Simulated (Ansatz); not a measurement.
Ansatz results at the PBE0-D4/def2-TZVP geometry: HOMO energy (ωB97M-V/def2-TZVPP) -10.73 eV; HOMO energy (B3LYP/def2-TZVPP) -8.23 eV; HOMO energy (PBE/def2-TZVPP) -7.20 eV.

Question: Which molecule gave them?
A. `[F][Ga]([F])[SeH]`
B. `[CH3][Ga]([F])[Br]`
C. `C[O][Ga]([SH])[Br]`
D. `[SiH3][O][GaH][SH]`

Answer: B. The others give `[F][Ga]([F])[SeH]`: -10.32, -7.93, -6.98; `[SiH3][O][GaH][SH]`: -10.08, -7.63, -6.66; `C[O][Ga]([SH])[Br]`: -10.15, -7.66, -6.57.

B3LYP here is the variant with VWN-RPA as its local correlation; programs differ in this.
